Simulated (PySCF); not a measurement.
**Two-component Hartree-Fock for Mo⁴⁺ (molybdenum, charge +4)**

Start: [Kr] 4d2; 4d3/2 filled at m_j = +1/2, +3/2. Calculated with PySCF 2.14 in x2c-TZVPPall-2c: generalised Hartree-Fock with the X2C-1e Hamiltonian and a Gaussian nucleus; one run each with spin-orbit coupling (SO) switched off, then screened by Boettger's factors.

```
spinor shell  electrons  ε, spin-free (eV)  ε, screened SO (eV)  weight of nominal j (screened SO)  rms radius, screened SO (bohr)
       1s1/2          2           -20157.0             -20155.8                              1.000                          0.0404
       2s1/2          2            -2965.3              -2964.9                              1.000                           0.166
       2p1/2          2            -2649.7              -2723.3                              1.000                           0.145
       2p3/2          4            -2649.7              -2615.0                              1.000                           0.149
       3s1/2          2            -578.23              -578.09                              1.000                           0.456
       3p1/2          2            -471.95              -484.58                              1.000                           0.454
       3p3/2          4            -471.95              -465.91                              1.000                           0.465
       3d3/2          4            -298.96              -301.25                              0.991                           0.451
       3d5/2          6            -298.96              -297.26                              0.994                           0.455
       4s1/2          2            -126.71              -126.65                              1.000                            1.16
       4p1/2          2            -94.265              -98.378                              0.798                            1.27
       4p3/2          4            -94.265              -92.200                              0.899                            1.28
       4d3/2          2            -54.057              -54.133                              0.827                            1.63
```

| quantity | spin-free | screened SO |
| --- | --- | --- |
| E (hartree) | -4042.76379 | -4043.24738 |
| M_J | 2 | 2 |
| ⟨J²⟩ | 8.009 | 7.083 |
| ⟨L²⟩ | 12.008 | 11.862 |
| ⟨S²⟩ | 2.001 | 1.952 |

The determinant has a definite M_J but mixes levels of different J.

Each row is a mean over spinors that exchange with the open shell spreads, by up to 4.020 eV (4p1/2).

Rows whose weight is well below 1 are mixtures of j = l ± 1/2: exchange outweighs spin-orbit coupling there, and the label is only the starting occupation.

Breit and QED terms are absent; they matter most for the inner s and p1/2 levels.

Densities and radii are taken from the X2C orbitals without a picture-change correction, which distorts them close to the nucleus.

Without spin-orbit coupling the j labels of p, d and f shells carry no meaning; the spin-free column gives the mean over the occupied spinors of each nl shell, and its ⟨J²⟩ belongs to a mixture of degenerate components.
